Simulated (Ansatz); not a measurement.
A made-up structure of SiH$_{3}$Se (charge +1), singlet:

Si1  (-0.192, -0.617, -0.069)
Se2  (0.950, 1.133, -0.616)
H3  (2.022, 1.871, -1.381)
H4  (-0.010, -1.823, -0.893)
H5  (0.363, 1.907, 0.497)
(Å)

It is relaxed with PBE-D4/def2-SVP and then PBE0-D4/def2-TZVP (Ansatz 0.2.0). Atoms count as bonded within 1.22 times the sum of their covalent radii (H–H: 0.88 Å). The end point is not checked to be a true minimum.

Problem. Does its bonding change? (Judge from chemistry; the calculation decides.)

Solution. Computed: No: no bond forms or breaks.

Where it ends: The first stage lowers the energy by 1.17 eV in 10 steps. It ends as SiH₃Se ([SiH][SeH2]), total charge +1:
```
atom    x (Å)    y (Å)    z (Å)
 Si1  -0.1644  -0.8283   0.1574
 Se2   0.4041   1.4023  -0.8156
  H3   1.8271   1.1329  -1.0906
  H4   0.3901  -1.3575  -1.1541
  H5   0.6768   2.1219   0.4414
```

Labels in which every atom is bracketed show which atoms are joined, not bond orders.

For scale, one of the runs: PBE0-D4/def2-TZVP relaxation, 103 basis functions, launched by `ansatz run in.yaml --threads 2 --pin off --events-out ev --progress --plain --max-ram 4352MiB`. Hardware: 2 CPU threads of an Arm Neoverse V1, shared host. Wall time about 9.5 s.
